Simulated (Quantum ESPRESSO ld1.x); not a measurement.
The mean radii <r> (bohr) of the occupied orbitals of an atom or ion are listed with their occupations. Method: scalar-relativistic Kohn-Sham, LDA (Slater exchange, Perdew-Wang correlation), spin-polarised, spherical densities, point nucleus; computed with ld1.x of Quantum ESPRESSO 7.5.

orbital  occ.      <r>
1s up       1  0.04556
1s down     1  0.04556
2s up       1   0.2031
2s down     1   0.2031
2p up       3   0.1773
2p down     3   0.1773
3s up       1   0.5994
3s down     1   0.5989
3p up       3   0.6177
3p down     3   0.6166
3d up       5   0.6739
3d down     5   0.6679
4s up       1    1.726
4p up       1    1.976

Name the element and its charge. Open shells, if any, are filled with parallel spins first.

Answer. Z = 33, arsenic, charge +3: As3+ in [Ar] 3d10 4s1 4p1. The 1s radius gives Z: for a bare nucleus <r> = (2 gamma + 1)/(2Z) with gamma = sqrt(1 - (Z/c)^2), 0.04456 bohr for Z = 33, and screening makes it slightly larger (0.04556 here). The occupations add up to 30, and the charge is Z minus that.
